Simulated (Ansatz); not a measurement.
`[F][GeH]1[O][SiH2]1` + H₂ → `[O]1[SiH2][GeH2]1` + H–F at 298.15 K and 1 bar (hydrogenolysis of a Ge–F bond).

Calculated with Ansatz (gas phase, PBE0-D4/def2-TZVP geometries, no zero-point term in ΔE). CCSD(T)/CBS adds triple-zeta CCSD(T) − MP2 to the extrapolated MP2 energy (def2 sets, frozen cores). This one scheme is used for every species. For Ge outer-core shells are correlated without core-valence functions, which leaves a few kJ/mol of doubt a bond. Scalar relativity is left out up to krypton.

```json
{"species": "`[F][GeH]1[O][SiH2]1`", "CCSD(T)/CBS energy (Eh)": "-2542.00275", "H − E (kJ/mol)": "98.7", "S (J/(mol·K))": "318.7"}
{"species": "H₂", "CCSD(T)/CBS energy (Eh)": "-1.17544", "H − E (kJ/mol)": "35.1", "S (J/(mol·K))": "130.4"}
{"species": "`[O]1[SiH2][GeH2]1`", "CCSD(T)/CBS energy (Eh)": "-2442.76781", "H − E (kJ/mol)": "109.8", "S (J/(mol·K))": "295.2"}
{"species": "H–F", "CCSD(T)/CBS energy (Eh)": "-100.39570", "H − E (kJ/mol)": "33.5", "S (J/(mol·K))": "173.6"}
```

H − E and S are ideal-gas, rigid-rotor, harmonic terms from PBE0-D4/def2-TZVP, for one conformer and one mirror image of each species. The MP2-based limit puts H₂ 0.8 mEh under its directly extrapolated value; such offsets cancel only in part. 1 Eh = 2625.50 kJ/mol, R = 8.31446 J/(mol·K).

Question: By hand: ΔE, ΔH, ΔS and ΔG.

Answer: ΔE = (-2442.76781) + (-100.39570) − (-2542.00275) − (-1.17544) = 0.01468 Eh = 38.5 kJ/mol. Δ(H − E) = 109.8 + 33.5 − 98.7 − 35.1 = 9.5, so ΔH = 48.0 kJ/mol. ΔS = 295.2 + 173.6 − 318.7 − 130.4 = 19.7 J/(mol·K). ΔG = 48.0 − 298.15 × (19.7)/1000 = 42.1 kJ/mol.

Question: By hand: the equilibrium constant, and the temperature at which ΔG would vanish if ΔH and ΔS stayed fixed.

Answer: log₁₀ K = −ΔG/(RT ln 10) = -7.4. ΔG = 0 at ΔH/ΔS = 2437 K, though so small a ΔS makes that figure unsure.

ΔH outweighs TΔS. A doubt of 5 kJ/mol in ΔE shifts log₁₀ K by 0.9 here. Other conformers and mirror images would add mixing entropy, several J/(mol·K) or more a flexible species. These are equilibria of isolated gas molecules and say nothing of rates. Largest T1 diagnostic: 0.014 (customary marks: 0.02 for closed shells, 0.045 for open ones).
